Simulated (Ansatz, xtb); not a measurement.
C2H9GeN: which of two conformers lies lower

We compare X, `C[CH2][GeH2][NH2]`, a singlet, with Y, `C[CH2][GeH2][NH2]`, a singlet. Both are isolated molecules in the gas phase, relaxed with PBE-D3(BJ)/def2-SVP.

X (Å):

```xyz
13

C     0.0782   -0.8692   -3.2028
C     0.0014   -0.7516   -1.6775
Ge    0.2213   -2.4985   -0.7602
N     0.1471   -2.4723    1.1018
H    -0.7108   -1.5403   -3.6023
H    -0.0463    0.1146   -3.7024
H     1.0543   -1.2820   -3.5333
H     0.7856   -0.0669   -1.2893
H    -0.9731   -0.3242   -1.3579
H     1.6110   -3.0944   -1.1264
H    -0.9098   -3.4619   -1.2216
H     0.8805   -1.8831    1.5149
H    -0.7523   -2.1212    1.4533
```

Y (Å):

```xyz
13

C    -0.1320   -0.9359    1.9465
C    -0.3432    0.5567    1.6805
Ge   -0.9689    0.9226   -0.1672
N    -2.4888   -0.0347   -0.6688
H    -1.0609   -1.5135    1.7536
H     0.6565   -1.3615    1.2907
H     0.1693   -1.1376    2.9957
H    -1.0958    0.9829    2.3780
H     0.5929    1.1336    1.8410
H     0.1318    0.5031   -1.1828
H    -1.3217    2.4273   -0.3311
H    -2.3204   -1.0475   -0.7005
H    -3.2842    0.1191   -0.0369
```

**Question.** Estimate E(Y) − E(X) at the level CCSD(T)/def2-SVP + ΔMP2/def2-TZVPP.

**Answer.** Too close to call at this level: CCSD(T)/def2-SVP + ΔMP2/def2-TZVPP gives E(Y) − E(X) = −0.86 kJ/mol.

The same difference at several levels:

```csv
level,geometry,E(Y) − E(X) (kJ/mol),departure from the last row (kJ/mol),"job, with rough time for the two"
PBE-D3(BJ)/def2-SVP,PBE-D3(BJ)/def2-SVP,−1.59,−0.73,"optimisation, 25 s"
HF/def2-SVP,PBE-D3(BJ)/def2-SVP,−0.38,+0.48,part of the CCSD(T) run
MP2/def2-SVP,PBE-D3(BJ)/def2-SVP,−0.87,−0.01,part of the CCSD(T) run
CCSD(T)/def2-SVP,PBE-D3(BJ)/def2-SVP,−0.87,−0.01,single point
CCSD(T)/def2-SVP + ΔMP2/def2-TZVPP,PBE-D3(BJ)/def2-SVP,−0.86,,"single point, 41 s"
```

The largest departure from CCSD(T)/def2-SVP + ΔMP2/def2-TZVPP is that of PBE-D3(BJ)/def2-SVP, 0.73 kJ/mol. Levels run at GFN2-xTB geometries aren't shown. The last row adds to CCSD(T) the change of the MP2 difference between the two basis sets, here +0.01 kJ/mol.

With harmonic frequencies from PBE-D3(BJ)/def2-SVP (ideal gas, rigid rotor, one conformer each, 298.15 K, 1 atm): the zero-point term adds +0.18 kJ/mol; ΔH is −0.90 and ΔG −0.20 kJ/mol.

The correlated steps freeze 12 core orbitals; the filled d shell of Ge is correlated, in a basis made for valence electrons. Mirror images aren't counted in ΔG. Run with Ansatz 0.2.0; the last row on 2 threads of Arm Neoverse V2 on a shared host.
